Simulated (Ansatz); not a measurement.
Consider the redistribution: `FB(Cl)O[SiH3]` + `C=[CH][GaH2]` → `[SiH3]OBCl` + `C=[C](F)[GaH2]`.

Gas-phase electronic energies from Ansatz, PBE0-D4/def2-TZVP geometries. CCSD(T)/CBS is the MP2 limit (def2-TZVPP, def2-QZVPP) plus CCSD(T) − MP2 in def2-TZVPP, frozen cores. This one scheme is used for every species. Functionals use def2-TZVPP. For Ga outer-core shells are correlated without core-valence functions, which leaves a few kJ/mol of doubt a bond. Scalar relativity is left out up to krypton. One conformer a species, not always the lowest.

```tsv
level	ΔE (kJ/mol)
PBE	186.5
revPBE	186.0
r2SCANh	200.5
CAM-B3LYP	199.9
```

(1) What does CCSD(T)/CBS give? (Estimate.)

Largest T1 diagnostic among the species: 0.013.

Results:

(1) Computed: +204.4 kJ/mol. The listed levels differ from it by -17.9, -18.4, -3.9, -4.5 kJ/mol.

At CCSD(T), def2-SVP lies +4.9 kJ/mol from the extrapolated value and def2-TZVPP +1.2 kJ/mol. From PBE to PBE0 (25 % exact exchange), in def2-TZVPP and without D4, ΔE moves by +10.5 kJ/mol.
